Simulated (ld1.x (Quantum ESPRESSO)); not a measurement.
**Scattering properties, TM semilocal potential for Cd (Z = 48)**

cadmium (Cd), norm-conserving Troullier–Martins (semilocal form), made with ld1.x (Quantum ESPRESSO) 7.5 (PBE, scalar-relativistic). Core [Ar] 3d10 4s2, reference 4p6 4d10 5s2 5p0. Waves: 4p (bound): rc 1.06 bohr; 4d (bound): rc 1.76 bohr; 5s (bound): rc 1.80 bohr. Local part: the s channel. Core correction: a·sin(br)/r model core inside 0.75 bohr.

The phase is arctan(r·u′/u) with u = r·R(r), unwrapped; energies in Ry, scanned from -7 to 5 Ry. A pole is an energy at which the radial function vanishes at the test radius. The pseudo phase is shifted by a multiple of π to meet the all-electron one at the reference energy, and phase errors are pseudo minus all-electron; the curves can meet again beyond the range given. Levels narrower than the energy grid can be missing from the lists of poles.

Task: For each channel, where are the poles, and over which energies does the pseudopotential scatter like the atom?

Result:

```
channel  radius (bohr)  reference energy (Ry)  poles, all-electron  poles, pseudo  unbroken range about the reference energy with phases within 0.05 rad  phase error 1 Ry above the reference energy (rad)
      s           1.96                  -0.42                 none           3.04                                                              below 0.5                                             -0.060
      p           1.96                  -4.92                -4.71          -4.71                                                              below 1.6                                             -0.000
      d           1.96                  -0.86                -0.12          -0.12                                                              below 3.5                                             +0.002
```

Phases in the d channel:

| E (Ry) | all-electron | pseudo |
| --- | --- | --- |
| -7.00 | 1.374 | 1.374 |
| -6.74 | 1.370 | 1.370 |
| -6.48 | 1.365 | 1.366 |
| -6.22 | 1.361 | 1.361 |
| -5.96 | 1.355 | 1.356 |
| -5.70 | 1.350 | 1.351 |
| -5.44 | 1.344 | 1.344 |
| -5.18 | 1.337 | 1.338 |
| -4.92 | 1.330 | 1.331 |
| -4.66 | 1.322 | 1.323 |
| -4.40 | 1.313 | 1.313 |
| -4.14 | 1.302 | 1.303 |
| -3.88 | 1.290 | 1.291 |
| -3.62 | 1.276 | 1.277 |
| -3.36 | 1.260 | 1.261 |
| -3.10 | 1.239 | 1.241 |
| -2.84 | 1.214 | 1.215 |
| -2.58 | 1.181 | 1.182 |
| -2.32 | 1.134 | 1.136 |
| -2.06 | 1.065 | 1.067 |
| -1.80 | 0.950 | 0.952 |
| -1.54 | 0.721 | 0.724 |
| -1.28 | 0.174 | 0.178 |
| -1.02 | -0.714 | -0.713 |
| -0.76 | -1.212 | -1.211 |
| -0.50 | -1.424 | -1.423 |
| -0.24 | -1.536 | -1.535 |
| 0.02 | -1.607 | -1.605 |
| 0.28 | -1.657 | -1.654 |
| 0.54 | -1.697 | -1.693 |
| 0.80 | -1.730 | -1.726 |
| 1.06 | -1.761 | -1.756 |
| 1.32 | -1.790 | -1.784 |
| 1.58 | -1.820 | -1.812 |
| 1.84 | -1.851 | -1.842 |
| 2.10 | -1.884 | -1.873 |
| 2.36 | -1.922 | -1.907 |
| 2.62 | -1.965 | -1.946 |
| 2.88 | -2.017 | -1.992 |
| 3.14 | -2.080 | -2.048 |
| 3.40 | -2.161 | -2.117 |
| 3.66 | -2.267 | -2.205 |
| 3.92 | -2.410 | -2.321 |
| 4.18 | -2.605 | -2.477 |
| 4.44 | -2.865 | -2.688 |
| 4.70 | -3.180 | -2.960 |
| 4.96 | -3.499 | -3.272 |
